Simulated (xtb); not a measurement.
SnFCl₃, SMILES [F][Sn]([Cl])([Cl])[Cl]. All values are semi-empirical tight-binding results from xtb (GFN2-xTB unless named), good for trends rather than for accurate numbers. Geometry: GFN2-xTB.

Optimised geometry:

```xyz
5

F      0.0000     0.0000     2.1182
Sn     0.0000     0.0000     0.1259
Cl     1.9156     1.1060    -0.4972
Cl     0.0000    -2.2119    -0.4972
Cl    -1.9156     1.1060    -0.4972
```
Charge 0, spin multiplicity 1.

For metal compounds this method's bond lengths and energies can be far off.

Q: Estimate the properties. (An estimate is asked for; the answer gives what the named calculation found.)

A: 
```yaml
point_group_as_xtb_finds_it: C3v
orbital_gap: 2.74 eV
zero_point_energy: 2.5 kcal/mol
G − E(el) at 298.15 K (modified RRHO): -19.4 kcal/mol
```

Q: Give the atomic charges and the Wiberg bond orders between heavy atoms. (The exact figures need the calculation; the answer reports its results.)

A: charges (e) F1 -0.30, Sn2 0.51, Cl3 -0.07, Cl4 -0.07, Cl5 -0.07. Bond orders F1–Sn2 0.75, Sn2–Cl3 0.81, Sn2–Cl4 0.81, Sn2–Cl5 0.81.
